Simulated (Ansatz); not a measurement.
Species: C₄H₈OSi, net charge 0, singlet state. 
Coordinates optimised at B3LYP-D3(BJ)/def2-TZVP (Ansatz, an electronic-structure program):
```xyz
14

C     -2.1211     0.9251     0.3347
C     -1.1296     0.0477     0.1814
C     -1.3214    -1.4405     0.2425
C      0.2593     0.5711    -0.0635
O      0.4929     1.7625    -0.1450
Si     1.7624    -0.6414    -0.2607
H     -1.9205     1.9871     0.2806
H     -3.1400     0.6067     0.5153
H     -0.7215    -1.8879     1.0393
H     -2.3648    -1.6923     0.4272
H     -1.0200    -1.9200    -0.6925
H      1.9202    -1.4692     0.9597
H      1.5434    -1.5519    -1.4106
H      2.9636     0.1859    -0.4805
```

Wanted: atomisation energy (electronic, to ground-state atoms), in eV. Valence correlation only, unless marked. UHF or UKS for open shells. No spin-orbit coupling. Non-relativistic. The coupled-cluster limit lacks core correlation, which all-electron functionals hold. CBS marks a two-point X^-3 extrapolation of the correlation energy; Hartree-Fock from the larger set.

| level | program | atomisation energy (eV) |
|---|---|---|
| HF/6-31G | Ansatz | 38.43 |
| BLYP/def2-TZVPD | Ansatz | 56.87 |
| revPBE-D3(BJ)/def2-TZVPD | Ansatz + dftd3 | 57.37 |
| BHLYP-D3(BJ)/def2-TZVPD | Ansatz + dftd3 | 55.91 |
| MP2/6-31G | Ansatz | 48.80 |
| MP2/cc-pV(Q+d)Z | Ansatz | 57.81 |

**Question.** What does CCSD(T)/CBS(cc-pV(T+d)Z,cc-pV(Q+d)Z) (Ansatz) give?

**Answer.** 57.46 eV
